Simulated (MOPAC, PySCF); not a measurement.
Dissociation curve of SMILES [SiH3]S, singlet. The Si1–S5 bond (Si1 also carries H, H, H; S5 carries H) is pulled apart rigidly from the PBE0/def2-TZVP optimised geometry.

Levels of theory: RKS-B3LYP/3-21G = restricted B3LYP/3-21G in PySCF; PM3, restricted, heats of formation (MOPAC); RKS-B3LYP/6-311+G** = restricted B3LYP/6-311+G**, spherical d (PySCF); UCCSD(T) = CCSD(T) on UHF/cc-pVDZ, 10 core orbitals frozen run with PySCF.

Energies relative to the lowest point of each curve near equilibrium, in kJ/mol; the last columns give the difference from UCCSD(T):

```csv
R / Å,RKS-B3LYP/3-21G,PM3,RKS-B3LYP/6-311+G**,UCCSD(T),RKS-B3LYP/3-21G − UCCSD(T),PM3 − UCCSD(T),RKS-B3LYP/6-311+G** − UCCSD(T)
1.73,354.5,157.1,258.6,287.0,67.5,-129.9,-28.4
1.81,223.0,99.3,150.2,168.5,54.6,-69.2,-18.3
1.93,98.9,45.3,54.0,61.9,37.0,-16.6,-7.9
2.03,41.5,19.9,15.0,17.9,23.6,2.0,-2.8
2.10,18.3,8.9,2.8,3.6,14.7,5.3,-0.7
2.14,9.8,4.6,0.0,0.0,9.8,4.6,0.0
2.22,1.0,0.0,1.3,0.6,0.4,-0.6,0.7
2.28,0.0,0.2,7.0,6.3,-6.3,-6.2,0.6
2.37,5.2,6.5,20.8,21.0,-15.8,-14.5,-0.1
2.48,19.2,23.8,43.6,45.3,-26.0,-21.4,-1.7
2.66,53.1,70.6,87.7,92.3,-39.3,-21.7,-4.6
2.90,106.9,149.8,149.3,158.3,-51.4,-8.5,-9.0
3.24,182.5,259.0,228.1,242.2,-59.7,16.8,-14.2
3.49,231.4,326.8,276.1,286.5,-55.1,40.3,-10.4
3.89,294.3,410.5,335.8,319.0,-24.7,91.5,16.7
4.29,339.5,468.1,377.9,328.3,11.2,139.8,49.6
4.73,373.2,510.1,409.2,331.5,41.7,178.6,77.7
5.29,399.7,543.5,433.9,332.8,66.9,210.7,101.1
5.83,414.3,563.9,447.9,333.2,81.1,230.7,114.7
6.38,422.8,581.4,456.5,333.3,89.5,248.1,123.1
7.49,430.8,599.1,465.6,333.4,97.4,265.7,132.2
```

RKS-B3LYP/3-21G is furthest from UCCSD(T) at 7.49 (97.4 kJ/mol, above); its mean absolute difference over the points is 41.6 kJ/mol.

PM3 is furthest from UCCSD(T) at 7.49 (265.7 kJ/mol, above); its mean absolute difference over the points is 82.0 kJ/mol.

RKS-B3LYP/6-311+G** is furthest from UCCSD(T) at 7.49 (132.2 kJ/mol, above); its mean absolute difference over the points is 34.0 kJ/mol.

The restricted form behind RKS-B3LYP/3-21G, PM3, RKS-B3LYP/6-311+G** keeps the bonding electrons paired and can't separate into open-shell fragments. The unrestricted determinant behind UCCSD(T) is spin-contaminated at 2.90 to 7.49 Å (<S²> up to 1.0, against 0.00 for a pure singlet).
